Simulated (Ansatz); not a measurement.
Relaxation of BrCl$_{2}$GaH$_{2}$ (6 atoms, charge 0, multiplicity 1), to a largest force component of 0.03 eV/Å in at most 50 steps.

The calculation used RKS B3LYP/def2-SVP (Ansatz 0.2.0).

```xyz
6
Properties=species:S:1:pos:R:3
Ga -0.006 0.245 -0.093
H -0.001 0.178 1.471
Cl 1.839 0.333 -1.196
Cl -1.860 0.301 -1.184
Br 0.115 -3.002 1.504
H 0.069 -1.599 2.045
```

Question: Where does it end, and by what steps?

Answer: It converged. After 11 steps the energy has fallen by 0.212 eV; H6 moved furthest, 0.69 Å.

```json
{"step": "0", "energy less start (eV)": "0.0000", "largest force component (eV/Å)": "1.434", "accepted": "yes"}
{"step": "1", "energy less start (eV)": "-0.0886", "largest force component (eV/Å)": "0.298", "accepted": "yes"}
{"step": "2", "energy less start (eV)": "-0.0995", "largest force component (eV/Å)": "0.116", "accepted": "yes"}
{"step": "3", "energy less start (eV)": "-0.1179", "largest force component (eV/Å)": "0.487", "accepted": "yes"}
{"step": "4", "energy less start (eV)": "-0.1143", "largest force component (eV/Å)": "0.973", "accepted": "no"}
{"step": "5", "energy less start (eV)": "-0.1391", "largest force component (eV/Å)": "0.086", "accepted": "yes"}
{"step": "6", "energy less start (eV)": "-0.1539", "largest force component (eV/Å)": "0.197", "accepted": "yes"}
{"step": "7", "energy less start (eV)": "-0.1714", "largest force component (eV/Å)": "0.377", "accepted": "yes"}
{"step": "8", "energy less start (eV)": "-0.1876", "largest force component (eV/Å)": "0.651", "accepted": "yes"}
{"step": "9", "energy less start (eV)": "-0.1759", "largest force component (eV/Å)": "0.580", "accepted": "no"}
{"step": "10", "energy less start (eV)": "-0.2110", "largest force component (eV/Å)": "0.045", "accepted": "yes"}
{"step": "11", "energy less start (eV)": "-0.2125", "largest force component (eV/Å)": "0.018", "accepted": "yes"}
```

```xyz
6
Properties=species:S:1:pos:R:3
Ga 0.002 0.259 -0.021
H -0.002 0.803 1.435
Cl 1.823 0.139 -1.181
Cl -1.827 0.051 -1.156
Br 0.074 -2.615 1.053
H 0.086 -2.180 2.416
```

Whether the end is a true minimum wasn't checked by a vibrational analysis.

The run took 54 s on 2 threads of Arm Neoverse V1 (shared host), peak memory 0.29 GiB.
